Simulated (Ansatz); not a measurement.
Results of the Gaussian-basis code of Ansatz.

A structure relaxed at PBE0-D4/def2-TZVP, charge 0, multiplicity 2:

| atom | x (Å) | y (Å) | z (Å) |
| --- | --- | --- | --- |
| C1 | 0.074 | -2.039 | 0.414 |
| In2 | 0.174 | -0.010 | -0.160 |
| C3 | -0.962 | 1.675 | 0.510 |
| S4 | 1.831 | 0.468 | -1.836 |
| H5 | 0.721 | -2.800 | -0.015 |
| H6 | -0.622 | -2.417 | 1.158 |
| H7 | -1.515 | 2.096 | -0.330 |
| H8 | -0.285 | 2.441 | 0.891 |
| H9 | -1.663 | 1.392 | 1.295 |
| H10 | 2.247 | -0.806 | -1.928 |

(1) Give its formula and SMILES.

(2) Point group (tolerance 0.08 Å, 0.16 Å for H)?

(3) Summarise the bond lengths by kind.

Answers

(1) C2H6InS, `[CH2][In]([CH3])[SH]`.

(2) Cs.

(3) 2 × C–In 2.111 to 2.140 Å; 5 × C–H 1.087 to 1.091 Å; 1 × In–S 2.404 Å; 1 × H–S 1.343 Å.
